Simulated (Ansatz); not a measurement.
This singlet lies 1.10 eV below the relaxed triplet at the level frozen-core CCSD(T)/aug-cc-pVTZ // PBE-D3(BJ)/def2-SVPD (Ansatz, an electronic-structure program).

Species: H₃BN, SMILES `[BH-]N` (lower singlet; H–B–N–H torsion 0°) (charge -1, multiplicity 1), formula H$_{3}$BN.

How many basis functions does frozen-core CCSD(T)/aug-cc-pVTZ // PBE-D3(BJ)/def2-SVPD (Ansatz) use, how many core orbitals are frozen, and how many electrons are correlated?

161 basis functions and 2 frozen orbitals, which leaves 12 correlated electrons. Core time is of the order of seconds.
